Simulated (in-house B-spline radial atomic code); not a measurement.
## BSE on G0W0@HF excitations of the silver ion Ag⁺

Method: BSE on G0W0@HF. Computed with a B-spline radial code for spherical atoms: linear response of the closed shell [Kr] 4d10 with a statically screened interaction on G0W0 levels; non-relativistic, point nucleus, no spin-orbit coupling, no double excitations, S, P, D and F terms only; shells from n = 2 respond. Only terms of natural parity with L up to 3 were computed.

Without relativity these are model numbers for so heavy an element.

Only levels near the gap carry their own quasi-particle shift, so the BSE energies are approximate.

Command:
```bash
python run_td.py task.json out
```
Settings (radii: box in bohr, nucleus in fm):
```
Z                        47
electrons                46
configuration            [Kr] 4d10
hamiltonian              nr
method                   bse
box_radius               41.61
intervals                59
```

Run time, properties included: 12 s on 1 thread of Arm Neoverse N1, with other jobs on the host.

The lowest states, in the order of their Tamm-Dancoff energies; the method's threshold (minus the highest G0W0 level) is 22.301 eV. Labels give the largest channel, * marks a mixed state, and oscillator strengths are full-response dipole values. Energies in eV:

| state | full response | Tamm-Dancoff | oscillator strength |
| --- | --- | --- | --- |
| 4d → 5s 3D | 6.651 | 6.669 | - |
| 4d → 5s 1D | 7.221 | 7.241 | - |
| 4d → 5p 3P | ? | ? | - |
| 4d → 5p 3F | 11.624 | 11.635 | - |
| 4d → 5p 1F | 11.882 | 11.884 | - |
| 4d → 5p 1P | 12.249 | 12.318 | 0.527 |
| 4d → 6s 3D | 15.999 | 16.002 | - |
| 4d → 6s 1D | 16.108 | 16.111 | - |
| 4d → 5d 3S | 16.425 | 16.434 | - |
| 4d → 5d 3D | 16.705 | 16.708 | - |
| 4d → 5d 1D | 16.808 | 16.812 | - |
| 4d → 6p 3P | 17.235 | 17.239 | - |
| 4d → 6p 3F | 17.304 | 17.307 | - |
| 4d → 5d 1S | 17.268 | 17.341 | - |
| 4d → 6p 1F | 17.375 | 17.375 | - |
| 4d → 6p 1P | 17.458 | 17.475 | 0.0786 |
| 4d → 7s 3D | 18.802 | 18.803 | - |
| 4d → 4f 3P | 18.830 | 18.831 | - |
| 4d → 7s 1D | 18.842 | 18.844 | - |
| 4d → 4f 1P | 18.871 | 18.875 | 0.0965 |
| 4d → 4f 3F | 18.887 | 18.887 | - |
| 4d → 4f 1F | ? | ? | - |

Question: Where does 4d → 5p 3P lie?

Answer: At 11.370 eV in full response, 11.386 eV in Tamm-Dancoff.

Question: Where does 4d → 4f 1F lie?

Answer: At 18.892 eV in full response, 18.892 eV in Tamm-Dancoff.

Question: How large is the singlet-triplet splitting of 4d → 5s (D terms) in Tamm-Dancoff?

Answer: 0.573 eV, from the unrounded values.

Question: What polarisabilities and dispersion coefficient does the method give?

Answer: Dipole 7.975 bohr³, quadrupole 42.51 bohr⁵, C6 45.72 hartree·bohr⁶ for two such species.
